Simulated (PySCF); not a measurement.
## Frontier levels across methods

Compound: C4H4N2Si.
SMILES with atom numbers: `[N:1]#[C:2][C:3]#[C:4]/[CH:5]=[N:6]/[SiH3:7]` (hydrogens: H8 on C5; H9, H10, H11 on Si7)

Structure used (PBE0-D3(BJ)/def2-SVP), in Å, numbered top down from 1:
```
atom  x, y, z in Å
N1     5.120    1.272   -0.041
C2     4.035    0.857    0.012
C3     2.756    0.360    0.078
C4     1.621   -0.077    0.136
C5     0.304   -0.645    0.231
N6    -0.726   -0.015   -0.154
Si7   -2.368   -0.646   -0.071
H8     0.289   -1.669    0.665
H9    -3.164    0.291    0.770
H10   -2.402   -2.025    0.518
H11   -2.907   -0.668   -1.459
```

Basis pcSseg-1 throughout (PySCF), one geometry. Isolated species at its PBE0-D3(BJ)/def2-SVP geometry, gas phase.

Q: How do the orbital energies, the gap and the dipole change with the method?

A: 
```csv
method,kind,HOMO (eV),LUMO (eV),gap (eV),μ (D),SCF cycles
BLYP,GGA,-6.52,-3.68,2.84,4.20,18
PBE,GGA,-6.65,-3.86,2.78,4.21,18
B97-D,GGA,-6.67,-3.77,2.89,4.24,18
BP86,GGA,-6.78,-3.98,2.80,4.27,17
KT2,GGA,-6.82,-3.84,2.99,4.25,18
B3LYP,global hybrid,-7.90,-3.17,4.73,4.40,15
mPW1PW91,global hybrid,-8.20,-3.03,5.17,4.46,14
CAM-B3LYP,range-separated hybrid,-9.57,-1.88,7.69,4.51,14
```

The HOMO spans 3.05 eV, from BLYP down to CAM-B3LYP, and the gap runs from 2.78 eV (PBE) to 7.69 eV (CAM-B3LYP). Over the methods BLYP (0 %), PBE (0 %), B97-D (0 %), BP86 (0 %), KT2 (0 %), B3LYP (20 %), mPW1PW91 (25 %), a straight line through the gap against the share of exact exchange rises by 0.93 eV for each 10 % (correlation coefficient 0.998). The dipole ranges from 4.20 D (BLYP) to 4.51 D (CAM-B3LYP). This basis has no diffuse functions.
